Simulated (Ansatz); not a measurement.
`[CH3][AlH][CH2][GaH2]` and `[CH3][AlH][CH2][GeH3]` differ in one atom or group.

Ansatz, PBE0-D4/def2-TZVP geometries, multiplicity 1. Each molecule was computed in one conformer, which needn't be the lowest.

Scalar relativity is left out up to krypton.

```json
{"property": "LUMO energy (PBE/def2-TZVPP) / eV", "`[CH3][AlH][CH2][GaH2]`": "-2.42"}
{"property": "LUMO energy (B3LYP/def2-TZVPP) / eV", "`[CH3][AlH][CH2][GaH2]`": "-1.89"}
{"property": "HOMO energy (ωB97M-V/def2-TZVPP) / eV", "`[CH3][AlH][CH2][GaH2]`": "-9.77"}
{"property": "HOMO–LUMO gap (ωB97M-V/def2-TZVPP) / eV", "`[CH3][AlH][CH2][GaH2]`": "9.74"}
{"property": "size of the dipole moment (B3LYP/def2-TZVPP) / D", "`[CH3][AlH][CH2][GaH2]`": "1.08"}
{"property": "HOMO–LUMO gap (PBE0/def2-TZVPP) / eV", "`[CH3][AlH][CH2][GaH2]`": "5.97"}
```

Problem. What does the change do to each property? (Estimate.)

Solution. Computed: 
```json
{"property": "LUMO energy (PBE/def2-TZVPP) / eV", "`[CH3][AlH][CH2][GeH3]`": "-1.79", "shift": "0.63"}
{"property": "LUMO energy (B3LYP/def2-TZVPP) / eV", "`[CH3][AlH][CH2][GeH3]`": "-1.24", "shift": "0.65"}
{"property": "HOMO energy (ωB97M-V/def2-TZVPP) / eV", "`[CH3][AlH][CH2][GeH3]`": "-9.92", "shift": "-0.15"}
{"property": "HOMO–LUMO gap (ωB97M-V/def2-TZVPP) / eV", "`[CH3][AlH][CH2][GeH3]`": "10.45", "shift": "0.71"}
{"property": "size of the dipole moment (B3LYP/def2-TZVPP) / D", "`[CH3][AlH][CH2][GeH3]`": "0.98", "shift": "-0.10"}
{"property": "HOMO–LUMO gap (PBE0/def2-TZVPP) / eV", "`[CH3][AlH][CH2][GeH3]`": "6.72", "shift": "0.75"}
```

With PBE0 the HOMO falls by 0.12 eV and the LUMO rises by 0.63 eV, so the gap widens by about 0.75 eV. PBE moves the HOMO by -0.05 eV and ωB97M-V by -0.15 eV. Dipoles are sizes alone; their direction can turn.

B3LYP here is the variant with VWN-RPA as its local correlation; programs differ in this.
